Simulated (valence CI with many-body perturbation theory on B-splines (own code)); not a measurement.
# E1 line list for Hf LX

Level of theory: configuration interaction combined with many-body perturbation theory (CI+MBPT): three valence electrons over a frozen Dirac-Fock core [Ne], radial functions for each j: 11 s, 11 p, 9 d, 7 f, 5 g, 2 h, 1 i, with the one-electron correlation potential Σ1 (screened to all orders), the two-electron term Σ2, the three-electron term Σ3, Breit, model QED; selected single and double excitations, second order for the rest (own B-spline code, finite nucleus).

The last digits are not significant, and no measured levels were compared; by estimate large intervals hold to a few tenths of a per cent, small ones and those within an open d or f shell to about a per cent.

Lines 151 to 200 of 255 in falling wavelength, among levels below 1335.1 eV, chosen from the strongest by gf and those to the six lowest levels. Wavelengths and rates use the calculated energies. Electric multipoles are in the length gauge, E1 and E2 with the static RPA response of the core. Weak lines are less certain than strong ones. Lines between different terms over intervals too small for the method are left out, as are lines whose strength nearly cancels. The highest levels of a list are the least certain.

Levels are named by their leading jj configuration (3d3/2^4 stands for four electrons in 3d with j = 3/2), which in mixed levels can hold well under half, so a name can repeat and another be missing. Letters in brackets count levels of one name in rising energy.

```csv
λ vac (Å),Upper,Lower,A (s⁻¹),S (a.u.)
24.14,(3s 3d3/2 3d5/2) J=7/2 [a],(3s 3p1/2 3d5/2) J=5/2 [b],1.67e+11,9.28e-03
24.12,(3s 3d3/2^2) J=3/2,(3s 3p1/2 3d3/2) J=1/2,1.49e+12,4.14e-02
23.82,(3s 3d3/2^2) J=5/2,(3s 3p1/2 3d3/2) J=3/2 [b],2.07e+12,8.27e-02
23.71,(3p1/2 3p3/2 3d3/2) J=3/2 [b],(3s 3p1/2 3d3/2) J=3/2 [a],2.58e+11,6.78e-03
23.70,(3s 3p3/2 3d3/2) J=3/2 [a],(3s 3p1/2 3p3/2) J=5/2,2.03e+11,5.33e-03
23.70,(3p1/2 3p3/2 3d5/2) J=3/2 [b],(3s 3p1/2 3d5/2) J=5/2 [a],2.86e+11,7.53e-03
23.68,(3s 3d3/2 3d5/2) J=7/2 [a],(3s 3p1/2 3d5/2) J=7/2,1.21e+12,6.33e-02
23.67,(3p3/2^3) J=3/2,(3s 3p3/2^2) J=5/2,7.43e+11,1.95e-02
23.66,(3p1/2 3p3/2 3d3/2) J=5/2 [b],(3s 3p1/2 3d3/2) J=3/2 [a],6.11e+11,2.40e-02
23.57,(3s 3p3/2 3d3/2) J=3/2 [b],(3s 3p1/2 3p3/2) J=1/2,9.64e+11,2.49e-02
23.54,(3s 3p3/2 3d3/2) J=5/2 [a],(3s 3p1/2 3p3/2) J=5/2,1.56e+12,6.03e-02
23.54,(3s 3d3/2 3d5/2) J=5/2 [a],(3s 3p1/2 3d5/2) J=7/2,2.91e+11,1.13e-02
23.51,(3p1/2 3p3/2 3d3/2) J=1/2 [b],(3s 3p1/2 3d3/2) J=3/2 [a],4.80e+11,6.15e-03
23.44,(3p1/2 3p3/2^2) J=1/2,(3s 3p1/2 3p3/2) J=3/2 [a],2.09e+11,2.65e-03
23.41,(3s 3p3/2 3d3/2) J=7/2,(3s 3p1/2 3p3/2) J=5/2,1.30e+12,6.60e-02
23.31,(3p1/2^2 3d3/2) J=3/2,(3s^2 3p3/2) J=3/2,1.17e+10,2.91e-04
23.29,(3s 3d3/2 3d5/2) J=5/2 [b],(3s 3p1/2 3d5/2) J=3/2,7.74e+11,2.89e-02
23.15,(3s 3p3/2 3d3/2) J=3/2 [b],(3s 3p1/2 3p3/2) J=3/2 [b],1.46e+12,3.58e-02
23.12,(3p1/2 3p3/2 3d3/2) J=3/2 [b],(3p1/2^2 3p3/2) J=3/2,2.02e+12,4.94e-02
23.11,(3s 3p1/2 3d3/2) J=1/2,(3s 3p1/2^2) J=1/2,1.87e+12,2.28e-02
23.09,(3p1/2 3p3/2 3d5/2) J=5/2 [a],(3s 3p1/2 3d3/2) J=3/2 [b],1.66e+11,6.07e-03
23.09,(3s 3d3/2 3d5/2) J=3/2 [b],(3s 3p1/2 3d5/2) J=3/2,1.39e+12,3.37e-02
23.08,(3s 3d3/2 3d5/2) J=7/2 [a],(3s 3p1/2 3d5/2) J=5/2 [a],4.80e+11,2.33e-02
23.08,(3p1/2 3p3/2 3d3/2) J=5/2 [b],(3p1/2^2 3p3/2) J=3/2,4.10e+11,1.49e-02
23.07,(3s 3d3/2 3d5/2) J=5/2 [b],(3s 3p1/2 3d5/2) J=5/2 [b],1.20e+12,4.38e-02
23.06,(3s 3d3/2 3d5/2) J=7/2 [b],(3s 3p1/2 3d5/2) J=5/2 [b],1.19e+12,5.75e-02
22.98,(3s 3d3/2 3d5/2) J=9/2,(3s 3p1/2 3d5/2) J=7/2,1.64e+12,9.84e-02
22.98,(3s 3d3/2^2) J=1/2,(3s 3p1/2 3d3/2) J=3/2 [b],2.21e+12,2.65e-02
22.96,(3s 3d3/2 3d5/2) J=5/2 [a],(3s 3p1/2 3d5/2) J=5/2 [a],1.06e+12,3.81e-02
22.94,(3s 3p3/2 3d3/2) J=3/2 [a],(3s 3p1/2 3p3/2) J=3/2 [a],1.51e+12,3.59e-02
22.93,(3p1/2 3p3/2 3d3/2) J=1/2 [b],(3p1/2^2 3p3/2) J=3/2,1.02e+12,1.21e-02
22.88,(3s 3d3/2 3d5/2) J=3/2 [b],(3s 3p1/2 3d5/2) J=5/2 [b],5.51e+11,1.30e-02
22.87,(3s 3p3/2 3d3/2) J=1/2 [a],(3s 3p1/2 3p3/2) J=3/2 [a],1.17e+12,1.39e-02
22.86,(3s 3p1/2 3d3/2) J=3/2 [b],(3s 3p1/2^2) J=1/2,2.62e+12,6.18e-02
22.79,(3s 3p3/2 3d3/2) J=5/2 [a],(3s 3p1/2 3p3/2) J=3/2 [a],5.57e+11,1.95e-02
22.79,(3s 3p3/2 3d3/2) J=1/2 [b],(3s 3p1/2 3p3/2) J=1/2,1.78e+12,2.08e-02
22.76,(3s^2 3d3/2) J=3/2,(3s^2 3p1/2) J=1/2,2.91e+12,6.78e-02
22.72,(3s 3d3/2^2) J=1/2,(3s 3p1/2 3d3/2) J=1/2,1.59e+12,1.84e-02
22.72,(3s 3d3/2 3d5/2) J=3/2 [a],(3s 3p1/2 3d5/2) J=5/2 [a],1.31e+12,3.03e-02
22.68,(3s 3d3/2 3d5/2) J=1/2,(3s 3p1/2 3d5/2) J=3/2,2.42e+12,2.79e-02
22.60,(3s 3p3/2 3d3/2) J=5/2 [b],(3s 3p1/2 3p3/2) J=3/2 [b],6.10e+11,2.09e-02
22.48,(3s 3d3/2^2) J=3/2,(3s 3p1/2 3d3/2) J=3/2 [a],1.50e+12,3.36e-02
22.46,(3s 3d3/2^2) J=5/2,(3s 3p1/2 3d3/2) J=5/2,1.36e+12,4.56e-02
22.39,(3s 3p3/2 3d3/2) J=1/2 [b],(3s 3p1/2 3p3/2) J=3/2 [b],1.61e+10,1.79e-04
22.29,(3s 3p3/2 3d3/2) J=3/2 [b],(3s 3p1/2 3p3/2) J=5/2,4.44e+08,9.71e-06
21.81,(3p1/2 3p3/2 3d5/2) J=5/2 [a],(3s 3p1/2 3d3/2) J=5/2,1.51e+11,4.65e-03
21.78,(3s 3p3/2 3d3/2) J=5/2 [b],(3s 3p1/2 3p3/2) J=5/2,1.53e+11,4.69e-03
21.61,(3s 3p3/2 3d3/2) J=3/2 [b],(3s 3p1/2 3p3/2) J=3/2 [a],2.40e+10,4.78e-04
21.49,(3s 3p3/2 3d5/2) J=5/2 [a],(3s 3p1/2 3p3/2) J=3/2 [b],4.30e+10,1.26e-03
21.13,(3s 3p3/2 3d3/2) J=5/2 [b],(3s 3p1/2 3p3/2) J=3/2 [a],3.55e+09,9.91e-05
```
